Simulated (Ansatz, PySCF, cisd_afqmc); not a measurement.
Species: InO, charge 0, doublet. InO (SMILES [O]=[In], doublet).
B3LYP-D3(BJ)/def2-TZVP minimum from Ansatz (a first-principles code):
```
In
O 1 1.9430
```
Charge 0, spin multiplicity 2.

Atomisation energy term by term, kcal/mol (programs: Ansatz, cisd_afqmc). Radicals and triplets start from unrestricted determinants; spin-orbit coupling is neglected. Cores are frozen in correlated methods (noble-gas shells, and filled d and f shells in the p block). Past Kr the def2 sets carry scalar-relativistic core potentials. AFQMC/CISD: phaseless, guided by CISD from CCSD amplitudes; bars are statistical, one sigma. Outlying blocks are dropped, and bars are widened where a walk drifts. Over all cases where full CI ran beside it in this data, AFQMC minus full CI had a median of +0.1 mEh and passed +0.4 mEh in a tenth of the cases. CBS(X,Y): correlation extrapolated as X^-3, Hartree-Fock from the larger set. A bracket is a step between two methods taken in the basis named. Where a partner has so few electrons that a lower coupled-cluster level is exact, that level stands in. Spin-orbit terms, left out, reach several kcal/mol for Br and I, and more for heavier atoms. The UHF reference of InO ([O]=[In], doublet) is spin-contaminated (<S^2> up to 0.04 over the pure value in the sets run). The determinant of InO ([O]=[In], doublet) is a saddle point of the SCF energy; a lower one exists, which strains HF and MP2.

```
term                                                          basis  kcal/mol
-----------------------  ------------------------------------------  --------
Hartree-Fock                                             def2-QZVPP     29.01
CCSD correlation                         CBS(def2-TZVPP,def2-QZVPP)     47.14
(T)                                      CBS(def2-TZVPP,def2-QZVPP)      6.08
CCSDT(Q) - CCSD(T)                                       def2-QZVPP      1.88
CCSDTQ - CCSDT(Q)                                          def2-SVP     -0.55
minus zero-point energy  Hessian by PySCF at B3LYP-D3(BJ)/def2-TZVP     -0.81
sum: D0                                                                  82.7
```

The step beyond CCSD(T) by other levels: CCSDTQ in def2-SVP 1.69; AFQMC/CISD in def2-SVP 0.75 ± 0.25; CCSDT(Q) in def2-SVP 2.24; CCSDT(Q) in def2-TZVPP 1.92 kcal/mol.
